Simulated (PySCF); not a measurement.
PySCF input (M06-2X/6-311+G**):

```python
from pyscf import gto, dft

mol = gto.M(
    atom='''
    Al   -0.00000000   -0.00000000   -0.11870982
    H     0.00000000    0.00000000    1.54322771
    ''',
    basis='6-311+g**',
    charge=0,
    spin=0,
    verbose=4,
)

mf = dft.RKS(mol, xc='m062x')
mf.grids.level = 4
mf.conv_tol = 1e-9
mf.max_cycle = 100
mf.max_memory = 1500
mf.kernel()
if not mf.converged:
    mf = mf.newton()
    mf.kernel(mf.make_rdm1())
mf.dip_moment()
```

Problem. Predict the final energy.

Solution. -242.95479 Eh.
